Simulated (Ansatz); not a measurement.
A nudged elastic band was laid between two geometries of H3P + H6N2Si (13 atoms, charge 0, multiplicity 1).

Method: Ansatz 0.2.0, RKS r2SCAN-D4/6-31G*.

```
movable images  : 5
climbing image  : yes
spring          : 5.0 eV/Å²
optimiser       : quadratic models (default)
start path      : through a guess of the saddle point
force threshold : 0.03 eV/Å
iteration limit : 60
end points      : relaxed
```

First end point:

```xyz
13
Properties=species:S:1:pos:R:3
Si -0.363 0.278 -0.064
H -0.634 0.244 1.409
H 1.124 0.330 -0.238
N -0.903 1.642 -0.969
H -1.880 1.909 -0.961
H -0.300 2.448 -1.076
N -1.214 -1.104 -0.644
H -1.351 -1.897 -0.030
H -1.125 -1.393 -1.610
P 1.738 -3.085 1.415
H 0.599 -3.669 0.790
H 2.075 -2.330 0.257
H 0.977 -2.017 1.970
```

Last end point:

```xyz
13
Properties=species:S:1:pos:R:3
Si 0.201 -0.557 -0.790
H -0.133 0.532 2.684
H 1.249 0.007 -1.698
N -0.583 0.838 -0.147
H -1.352 0.729 0.504
H -0.048 1.675 0.049
N -1.061 -1.518 -1.474
H -0.911 -2.503 -1.649
H -1.658 -1.104 -2.182
P 1.364 -1.861 0.668
H 0.221 -2.557 1.163
H 1.670 -2.868 -0.299
H -0.219 0.543 3.422
```

(1) Which bonds break or form, and what moves?

(2) What energy profile does the band end with?

(3) What is the geometry of the highest image?

The band took 34 iterations and roughly 24 core-minutes.

## Answers

(1) Bonds broken: Si1–H2, P10–H13. Bonds formed: Si1–P10, H2–H13. H3P + H6N2Si becomes H2 + H7N2PSi.

(2) It converged. The highest image is number 3 of 0 to 6, 236.3 kJ/mol above the first end and 243.8 kJ/mol above the last; the last end lies 7.5 kJ/mol below the first. Neighbouring images differ by up to 2.1 eV, so the band resolves the path poorly. A vibrational analysis at the climbing image gives one clearly imaginary mode, 1004i cm⁻¹: a first-order saddle point. The orbitals stay closed-shell, which can raise the energy where a bond breaks towards radicals; this wasn't checked here.

```json
{"image": "0", "path coordinate (Å)": "0.00", "energy (kJ/mol)": "0.0", "Si1–H2 (Å)": "1.50", "P10–H13 (Å)": "1.42", "Si1–P10 (Å)": "4.23"}
{"image": "1", "path coordinate (Å)": "1.22", "energy (kJ/mol)": "0.4", "Si1–H2 (Å)": "1.50", "P10–H13 (Å)": "1.42", "Si1–P10 (Å)": "4.05"}
{"image": "2", "path coordinate (Å)": "2.44", "energy (kJ/mol)": "32.5", "Si1–H2 (Å)": "1.50", "P10–H13 (Å)": "1.44", "Si1–P10 (Å)": "3.45"}
{"image": "3", "path coordinate (Å)": "3.66", "energy (kJ/mol)": "236.3", "Si1–H2 (Å)": "1.75", "P10–H13 (Å)": "1.95", "Si1–P10 (Å)": "2.74"}
{"image": "4", "path coordinate (Å)": "5.03", "energy (kJ/mol)": "73.1", "Si1–H2 (Å)": "2.58", "P10–H13 (Å)": "2.36", "Si1–P10 (Å)": "2.36"}
{"image": "5", "path coordinate (Å)": "6.40", "energy (kJ/mol)": "0.2", "Si1–H2 (Å)": "3.09", "P10–H13 (Å)": "2.98", "Si1–P10 (Å)": "2.29"}
{"image": "6", "path coordinate (Å)": "7.77", "energy (kJ/mol)": "-7.5", "Si1–H2 (Å)": "3.66", "P10–H13 (Å)": "3.98", "Si1–P10 (Å)": "2.28"}
```

(3) 
```xyz
13
Properties=species:S:1:pos:R:3
Si 0.067 -0.193 -0.114
H -0.226 0.159 1.573
H 1.477 0.240 -0.240
N -0.772 1.229 -0.638
H -1.783 1.304 -0.612
H -0.340 2.132 -0.481
N -0.908 -1.388 -0.840
H -0.743 -2.379 -0.755
H -1.542 -1.131 -1.588
P 1.332 -2.220 1.229
H 0.247 -3.149 1.268
H 1.716 -2.595 -0.093
H 0.219 -0.654 1.543
```

Run time: 12 min on 2 threads of Intel(R) Xeon(R) Platinum 8259CL CPU @ 2.50GHz (Skylake/Cascade Lake), on a shared host, peak memory 0.2 GiB.
